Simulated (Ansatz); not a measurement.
Consider the substitution at a C–O bond: `CO[SiH](O)F` + `[OH][Ga]([F])[SH]` → `C[O][Ga]([F])[SH]` + `O[SiH](O)F`.

Program: Ansatz. Geometries: PBE0-D4/def2-TZVP. ΔE: electronic, gas phase. CCSD(T)/CBS adds triple-zeta CCSD(T) − MP2 to the extrapolated MP2 energy (def2 sets, frozen cores). This one scheme is used for every species. DFT in def2-TZVPP. B3LYP here is the variant with VWN-RPA as its local correlation; programs differ in this. For Ga outer-core shells are correlated without core-valence functions, which leaves a few kJ/mol of doubt a bond. Scalar relativity is left out up to krypton. Each species was taken in one conformer, which may not be the lowest.

Problem. Is it downhill or uphill in electronic energy at CCSD(T)/CBS, and by how much? (Estimate.)

Solution. The calculation gave: Uphill: ΔE = +0.04 eV.

Problem. What do these levels give: PBE-D4, B3LYP, CCSD/def2-TZVPP, HF/def2-QZVPP, MP2/def2-QZVPP, HF/CBS(def2)? (Best estimate.)

Solution. Computed: PBE-D4 0.04, B3LYP 0.05, CCSD/def2-TZVPP 0.04, HF/def2-QZVPP 0.07, MP2/def2-QZVPP 0.04, HF/CBS(def2) 0.07 eV.

Largest T1 diagnostic among the species: 0.014.
